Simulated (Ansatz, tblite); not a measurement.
Isomers of As₂S₂ (singlet), found by a short tight-binding search and relaxed with r2SCAN-D4/def2-SVP in Ansatz.

The xTB rows come from tblite. Correlated methods freeze 28 core orbitals; core or outer-core shells of As are correlated, in sets that lack core-valence functions.

Run but left out: HF/def2-TZVPP (A: restricted singlet, unstable towards broken spin symmetry).

A: The restricted singlet is unstable towards broken spin symmetry in Hartree–Fock (as tested in another run); at PBE-D4/def2-TZVP, r2SCAN-D4/def2-TZVP, B97M-V/def2-TZVP, PBE0-D4/def2-TZVP and others this wasn't settled. At CCSD(T)/def2-TZVPP the restricted singlet (for correlated methods, its reference) is unstable: a solution with broken spin symmetry lies lower.

Other spin states were run for one of them alone.

A:

Cartesian coordinates in Å:
```
As 0.9139 -0.2239 1.3085
As 0.1556 -1.5460 -0.4369
S -0.8762 0.2898 -1.2212
S -0.1934 1.4801 0.3497
```

B:

```xyz
4

As    0.7593    0.0829   -1.0579
As    0.1593    0.6202    1.1369
S     0.4336   -1.5794    0.5054
S    -1.3522    0.8763   -0.5844
```

Estimate their order by electronic energy at PBE0-D4/def2-TZVP, counted from the lowest.

B (0.00) < A (0.51), in eV.

Do the other levels pick the same lowest one?

All that were run do. Energies above each level's lowest (eV):

```
              level     A     B
           GFN1-xTB  0.80  0.00
           GFN2-xTB  0.46  0.00
   PBE-D4/def2-TZVP  0.46  0.00
r2SCAN-D4/def2-TZVP  0.46  0.00
   B97M-V/def2-TZVP  0.63  0.00
  PBE0-D4/def2-TZVP  0.51  0.00
  ωB97M-V/def2-TZVP  0.56  0.00
     MP2/def2-TZVPP  0.57  0.00
    CCSD/def2-TZVPP  0.54  0.00
 CCSD(T)/def2-TZVPP  0.51  0.00
```
Point groups (tolerance 0.1 Å): A C2v, B C2v. Lower isomers may exist.
